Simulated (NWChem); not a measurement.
Molecule: C3H5ClSi; SMILES C#CC[SiH2]Cl

```xyz
10

C      1.0802    -2.6086    -0.2805
C      0.1739    -1.9119     0.1203
C     -0.8948    -1.0401     0.5675
Si    -0.9004     0.6343    -0.3100
Cl     0.8423     1.6582     0.1221
H      1.8833    -3.2319    -0.6275
H     -1.8815    -1.5036     0.3850
H     -0.8277    -0.8587     1.6543
H     -2.0515     1.4384     0.1914
H     -0.9923     0.4484    -1.7833
```
Atoms are numbered in this order, from 1.

Computed with NWChem. Medium grid unless said otherwise, to which SCAN and Minnesota functionals are sensitive. The geometry was optimised at PBE0/def2-SVP. Hybrids' shares of exact exchange are those that their runs print; pure functionals count as 0. The functionals differ in more than this share.

```csv
row,share of exact exchange,orbital gap (eV)
PBE/def2-TZVP,0.00,5.70
B3LYP/def2-TZVP,0.20,7.36
PBE0/def2-TZVP,0.25,withheld
M06-2X/def2-TZVP,0.54,9.79
```

Q: Fit a straight line of the last column on the one before it, predict the withheld value, and compare with the run.

A: 
1. Means of the 3 shown rows: x = 0.247, y = 7.617. Slope Σ(x − x̄)(y − ȳ)/Σ(x − x̄)² = 1.122/0.1491 = 7.529; intercept 5.760.
2. The shown rows scatter about the line by 0.068 (root mean square); the largest residual is +0.09, at B3LYP/def2-TZVP.
3. At x = 0.25 (PBE0/def2-TZVP; inside the shown range) the line gives 7.64.
4. The run gives 7.79, +0.15 from the line, 2.2 times the scatter.
